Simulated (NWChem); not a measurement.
System: CH4CdO; SMILES C[O][CdH]

The following NWChem deck was run.

```
start job
memory heap 200 mb stack 900 mb global 1100 mb
geometry units angstroms noautoz
  Cd     0.464268     0.662640     0.108816
  H      0.964109     2.193071    -0.224640
  O     -0.129503    -1.170808     0.515078
  C      0.407213    -2.353032     0.029655
  H      1.473404    -2.509873     0.300818
  H     -0.147627    -3.213104     0.452557
  H      0.344072    -2.457803    -1.074819
end
basis spherical
  Cd library def2-svp
  H library def2-svp
  O library def2-svp
  C library def2-svp
end
ecp
  Cd library def2-ecp
end
dft
  xc b3lyp
  iterations 150
  vectors input atomic output neutral.movecs
end
task dft energy
charge 1
dft
  odft
  mult 2
  vectors input atomic output cation.movecs
end
task dft energy
```

Coordinates come from a PBE0/def2-SVP optimisation. def2 effective core potentials on Cd; no spin-orbit coupling.

Ions are spin-unrestricted doublets at the neutral geometry; other ion states weren't tried.

Task: Predict the main results of this run. (B3LYP/def2-SVP with def2 effective core potentials on Cd, vertical spin-unrestricted ions.) Quantities: vertical ionisation energy, ΔSCF (eV); −ε(HOMO) (eV).

Result: 
| Item | Result |
|---|---|
| vertical ionisation energy, ΔSCF (eV) | 9.34 |
| −ε(HOMO) (eV) | 6.54 |
